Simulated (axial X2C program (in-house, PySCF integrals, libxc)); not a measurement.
# Outer orbitals of HgB at 2.250 Å, BLYP

Calculated with an in-house relativistic program for diatomic molecules. Spin-free means the one-electron spin-free X2C Hamiltonian; two-component (2c) means X2C with spin–orbit coupling and atomic mean-field two-electron Coulomb and Gaunt terms, so the difference of the two also holds small scalar two-electron terms. Basis: Hg dyall-cv3z [13s14p9d6f4g], B dyall-v3z [7s6p2d1f] (cores contracted in-house); Gaussian nuclei, density fitting, unrestricted open shells. Masses: Hg 201.971 u, B 11.009 u.

The distance is close to the 2c PBE0 minimum; the highest filled and lowest empty levels are listed.

Spin-free orbitals, state M_S = 1/2, Λ = 1 (beyond evenly filled blocks: π+α) (Löwdin shares):

```json
{"symmetry": "σα", "occupied": "yes", "ε (eV)": "-12.16", "atomic character": "62% Hg d, 23% B s, 6% Hg s"}
{"symmetry": "σβ", "occupied": "yes", "ε (eV)": "-11.93", "atomic character": "72% Hg d, 15% B s, 5% Hg s"}
{"symmetry": "π+α", "occupied": "yes", "ε (eV)": "-10.94", "atomic character": "97% Hg d"}
{"symmetry": "π-α", "occupied": "yes", "ε (eV)": "-10.94", "atomic character": "97% Hg d"}
{"symmetry": "π-β", "occupied": "yes", "ε (eV)": "-10.90", "atomic character": "98% Hg d"}
{"symmetry": "π+β", "occupied": "yes", "ε (eV)": "-10.90", "atomic character": "98% Hg d"}
{"symmetry": "δ-α", "occupied": "yes", "ε (eV)": "-10.68", "atomic character": "100% Hg d"}
{"symmetry": "δ+α", "occupied": "yes", "ε (eV)": "-10.68", "atomic character": "100% Hg d"}
{"symmetry": "δ+β", "occupied": "yes", "ε (eV)": "-10.66", "atomic character": "100% Hg d"}
{"symmetry": "δ-β", "occupied": "yes", "ε (eV)": "-10.66", "atomic character": "100% Hg d"}
{"symmetry": "σα", "occupied": "yes", "ε (eV)": "-9.56", "atomic character": "35% Hg d, 34% B s, 24% Hg s"}
{"symmetry": "σβ", "occupied": "yes", "ε (eV)": "-9.17", "atomic character": "34% Hg s, 33% B s, 25% Hg d"}
{"symmetry": "σα", "occupied": "yes", "ε (eV)": "-6.70", "atomic character": "38% Hg s, 27% B p, 20% B s"}
{"symmetry": "σβ", "occupied": "yes", "ε (eV)": "-6.34", "atomic character": "30% Hg s, 27% B s, 24% B p"}
{"symmetry": "π+α", "occupied": "yes", "ε (eV)": "-3.87", "atomic character": "80% B p, 16% Hg p, 3% Hg d"}
{"symmetry": "π-α", "occupied": "no", "ε (eV)": "-3.87", "atomic character": "80% B p, 16% Hg p, 3% Hg d"}
{"symmetry": "σα", "occupied": "no", "ε (eV)": "-3.14", "atomic character": "50% B p, 31% Hg p, 13% Hg s"}
{"symmetry": "π-β", "occupied": "no", "ε (eV)": "-3.02", "atomic character": "69% B p, 27% Hg p"}
{"symmetry": "π+β", "occupied": "no", "ε (eV)": "-3.02", "atomic character": "69% B p, 27% Hg p"}
```

A filled and an empty partner (Λ and −Λ, same spin) share one energy because the functional has no current term.

Spinors with spin–orbit coupling (state Ω = 1/2):

```tsv
ω	occupied	ε (eV)	atomic character	λ mixture
-1/2	yes	-12.54	77% Hg d, 13% B s, 4% B p	77% σ, 23% π
1/2	yes	-12.43	84% Hg d, 8% B s, 3% B p	70% σ, 30% π
3/2	yes	-11.80	100% Hg d	76% δ, 24% π
-3/2	yes	-11.79	99% Hg d	74% δ, 26% π
-1/2	yes	-11.08	71% Hg d, 17% B s, 6% Hg s	67% π, 33% σ
1/2	yes	-10.94	76% Hg d, 12% B s, 6% Hg s	65% π, 35% σ
-3/2	yes	-10.18	98% Hg d	74% π, 26% δ
3/2	yes	-10.15	98% Hg d	76% π, 24% δ
-5/2	yes	-9.96	100% Hg d	100% δ
5/2	yes	-9.94	100% Hg d	100% δ
-1/2	yes	-9.40	47% Hg d, 26% B s, 20% Hg s	91% σ, 9% π
1/2	yes	-9.09	34% Hg d, 29% Hg s, 29% B s	95% σ, 5% π
-1/2	yes	-6.69	38% Hg s, 27% B p, 20% B s	100% σ
1/2	yes	-6.38	32% Hg s, 26% B p, 25% B s	100% σ
1/2	yes	-4.01	76% B p, 20% Hg p, 2% Hg d	96% π, 4% σ
-3/2	no	-3.85	82% B p, 13% Hg p, 3% Hg d	100% π
-1/2	no	-3.40	55% B p, 35% Hg p, 6% Hg s	52% π, 48% σ
1/2	no	-3.06	51% B p, 31% Hg p, 12% Hg s	94% σ, 6% π
3/2	no	-3.01	74% B p, 22% Hg p, 2% Hg d	100% π
```

(1) How does the gap between the highest filled and lowest empty level change from the spin-free to the 2c table?

Mulliken charges and populations of the two-component result (they depend on the basis, above all on diffuse functions):

Hg 0.04 e (s 11.72 p 24.35 d 29.88 f 14.01), B -0.04 e (s 3.81 p 1.21 d 0.02). ⟨Lz⟩ = 0.96 ħ and ⟨Sz⟩ = -0.46 ħ (-0.07 and -0.40 on the two atoms), which add up to Ω.

Occupations by symmetry block were frozen at the best pattern of an incomplete PBE0 search. Density functionals use the spin component along the axis (collinear). The functionals have no current-density term, which raises determinants with orbital currents, atoms included. The bond is weak and the correlated curve of this state has no minimum in the scanned range, so this well may be an artefact of the functional.

Answers

(1) From 0.00 to 0.16 eV at BLYP, a change of 0.16 eV.
